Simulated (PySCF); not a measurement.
**Radial density of Hg⁶⁰⁺ (mercury, charge +60)**

revPBE, [Ar] 3d2, high-spin 3F determinant. All numbers are calculated (PySCF 2.14, no relativity, point nucleus, in an uncontracted even-tempered set (16 s from 17 bohr⁻², ratio 2.5; 10 p from 22 bohr⁻², ratio 2.5; 7 d from 22 bohr⁻², ratio 2.5; 4 f from 76 bohr⁻², ratio 2.7; 3 g from 110 bohr⁻², ratio 2.7)).

| r (bohr) | 4πr²ρ (e/bohr) | 4πr²(ρα − ρβ) |
| --- | --- | --- |
| 0.000322 | 0.4546 | 0.0000 |
| 0.000542 | 1.242 | 0.0000 |
| 0.000911 | 3.312 | -0.0001 |
| 0.00153 | 8.482 | -0.0002 |
| 0.00258 | 20.31 | -0.0004 |
| 0.00434 | 43.41 | -0.0009 |
| 0.00729 | 76.93 | -0.0015 |
| 0.0123 | 101.7 | 0.0008 |
| 0.0206 | 96.32 | 0.0416 |
| 0.0347 | 105.8 | 0.4894 |
| 0.0584 | 130.1 | 3.4954 |
| 0.0982 | 69.46 | 11.8381 |
| 0.165 | 71.84 | 11.9995 |
| 0.278 | 15.59 | 1.6394 |
| 0.467 | 0.1483 | 0.0140 |

A non-relativistic calculation at this Z misses sizeable relativistic shifts. Spin-orbit coupling is strong in this species (close to jj coupling), so the high-spin LS determinant is a model state, not a physical level.
